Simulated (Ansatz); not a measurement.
`[CH3][V](=[O])([OH])[Cl]` + HCl → `[O]=[V]([OH])([Cl])[Cl]` + CH₄  (ligand exchange at a V–C bond)

Computed with Ansatz on PBE0-D4/def2-TZVP structures; ΔE is electronic, products minus reactants. CCSD(T)/CBS adds triple-zeta CCSD(T) − MP2 to the extrapolated MP2 energy (def2 sets, frozen cores). This one scheme is used for every species. Functionals use def2-TZVPP. B3LYP here is the variant with VWN-RPA as its local correlation; programs differ in this. For V outer-core shells are correlated without core-valence functions, which leaves a few kJ/mol of doubt a bond. Scalar relativity is left out up to krypton. Each species was taken in one conformer, which may not be the lowest.

(1) Is it downhill or uphill in electronic energy at CCSD(T)/CBS, and by how much? (Estimate.)

(2) What do these levels give: LDA (SPW92), r2SCAN-D4, B3LYP, HF/def2-SVP, CCSD/def2-TZVPP, CCSD/CBS(def2)? (An estimate is asked.)

Largest T1 diagnostic among the species: 0.032, so the coupled-cluster value is less sure than usual.

Results:

(1) Computed: Downhill: ΔE = -147.6 kJ/mol.

(2) Ansatz gave: LDA (SPW92) -164.3, r2SCAN-D4 -168.0, B3LYP -160.7, HF/def2-SVP -129.8, CCSD/def2-TZVPP -135.7, CCSD/CBS(def2) -133.3 kJ/mol.

From BLYP to BHLYP (50 % exact exchange), in def2-TZVPP and without D4, ΔE moves by +18.7 kJ/mol. At CCSD(T), def2-SVP lies −12.6 kJ/mol from the extrapolated value and def2-TZVPP −2.4 kJ/mol. In def2-TZVPP, CCSD(T) changes the Hartree–Fock value by −15.3 kJ/mol (the triples alone add −14.3 kJ/mol) and MP2 by −56.2 kJ/mol.
